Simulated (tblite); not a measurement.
C7H13F.
Geometry (GFN2-xTB, Å), atoms numbered from 1 in this order:
```
atom  x, y, z in Å
C1    -2.000   -0.711   -0.419
C2    -0.630   -0.723    0.245
C3    -0.138    0.625    0.801
C4    -0.351    1.789   -0.162
C5     1.352    0.348    1.029
C6     1.783   -0.515   -0.164
C7     0.504   -1.181   -0.689
F8     0.272   -0.774   -1.992
H9    -2.287   -1.723   -0.697
H10   -2.744   -0.316    0.268
H11   -1.991   -0.103   -1.319
H12   -0.651   -1.433    1.079
H13   -0.641    0.853    1.745
H14   -1.410    2.004   -0.277
H15    0.135    2.682    0.223
H16    0.064    1.563   -1.140
H17    1.935    1.264    1.101
H18    1.483   -0.211    1.957
H19    2.533   -1.251    0.119
H20    2.200    0.102   -0.960
H21    0.575   -2.272   -0.747
```

Method: GFN2-xTB as coded in tblite; computed harmonic values from a numerical Hessian at the method's own geometry, unscaled. This tight-binding method is rough: wavenumbers can miss measured ones by several per cent, in bad cases by 10 to 20. One conformer, not necessarily the lowest.

Harmonic wavenumbers (cm⁻¹): 78.2, 148.4, 208.5, 227.2, 246.3, 286.7, 370.2, 402.6, 409.3, 518.8, 635.9, 707.4, 801.8, 835.0, 872.1, 940.4, 972.1, 992.9, 998.7, 1038.2, 1058.0, 1082.6, 1088.1, 1123.8, 1152.1, 1176.9, 1200.6, 1205.6, 1228.7, 1267.8, 1291.3, 1305.5, 1316.0, 1327.7, 1333.9, 1349.0, 1411.5, 1417.9, 1473.1, 1490.2, 1495.0, 1495.7, 1506.3, 1517.9, 2920.6, 2931.1, 2946.2, 2976.8, 3006.6, 3011.7, 3017.8, 3028.9, 3031.9, 3037.0, 3046.9, 3062.1, 3064.1.

A = 2362, B = 2166, C = 1603 MHz; mass 116.100 u (most abundant isotopes); point group C1, symmetry number 1.

Q: What is the zero-point energy?

A: ½Σν̃ = 41044 cm⁻¹ = 490.99 kJ/mol.

Q: What is S at 350 K and 1 bar for an ideal gas of classical rigid rotors and harmonic oscillators?

A: Translation 171.48, rotation 119.41, vibration 102.61: S = 393.5 J/(mol K).

Q: And Cp and H(350 K) − H(0)?

A: Cp = 166.46 J/(mol K), of which vibrations give 133.20 (their classical limit is 57 R = 473.9); H(350 K) − H(0) = 32.45 kJ/mol without the zero-point energy, 20.81 from vibrations.

Q: What must be added to the electronic energy to get the Gibbs energy at 350 K and 1 bar?

A: ZPE + [H(350 K) − H(0)] − T·S = 490.99 + 32.45 − 137.73 = 385.71 kJ/mol.

Q: Blend soft modes into free rotors: weight 1/[1 + (100 cm⁻¹/ν̃)⁴] for the oscillator and the rest for a rotor with moment μB/(μ + B), μ = h/(8π²ν), B = 10⁻⁴⁴ kg m². What vibrational entropy results?

A: 99.35 J/(mol K) in place of 102.61, which changes −T·S at 350 K by +1.14 kJ/mol.

Q: Which modes carry the vibrational entropy at 350 K?

A: 78.2 cm⁻¹: 17.79; 148.4 cm⁻¹: 12.55; 208.5 cm⁻¹: 9.85; 227.2 cm⁻¹: 9.18; 246.3 cm⁻¹: 8.56; 286.7 cm⁻¹: 7.41 J/(mol K); the other 51 give 37.27 together.

Q: How do the functions run with temperature in this model?

A: 
```json
{"T (K)": "50", "S (J/(mol K))": "230.2", "Cp (J/(mol K))": "42.8", "H − H(0) (kJ/mol)": "1.81", "G − H(0) (kJ/mol)": "-9.70", "ln q(vib)": "0.13"}
{"T (K)": "100", "S (J/(mol K))": "266.0", "Cp (J/(mol K))": "63.1", "H − H(0) (kJ/mol)": "4.45", "G − H(0) (kJ/mol)": "-22.15", "ln q(vib)": "0.67"}
{"T (K)": "298.15", "S (J/(mol K))": "368.8", "Cp (J/(mol K))": "142.0", "H − H(0) (kJ/mol)": "24.46", "G − H(0) (kJ/mol)": "-85.51", "ln q(vib)": "4.15"}
{"T (K)": "373.15", "S (J/(mol K))": "404.5", "Cp (J/(mol K))": "177.4", "H − H(0) (kJ/mol)": "36.43", "G − H(0) (kJ/mol)": "-114.51", "ln q(vib)": "5.67"}
{"T (K)": "500", "S (J/(mol K))": "464.3", "Cp (J/(mol K))": "232.6", "H − H(0) (kJ/mol)": "62.53", "G − H(0) (kJ/mol)": "-169.63", "ln q(vib)": "8.39"}
{"T (K)": "750", "S (J/(mol K))": "574.9", "Cp (J/(mol K))": "312.5", "H − H(0) (kJ/mol)": "131.40", "G − H(0) (kJ/mol)": "-299.79", "ln q(vib)": "14.04"}
{"T (K)": "1000", "S (J/(mol K))": "672.5", "Cp (J/(mol K))": "365.0", "H − H(0) (kJ/mol)": "216.52", "G − H(0) (kJ/mol)": "-455.99", "ln q(vib)": "19.66"}
```

q(vib) and H(0) count from the zero-point level.

Hindered rotation and anharmonicity are outside this model. Other conformers, if any are populated, would add a mixing term that is left out. The structure is chiral; the term R ln 2 for an equal mix with its mirror image is left out.
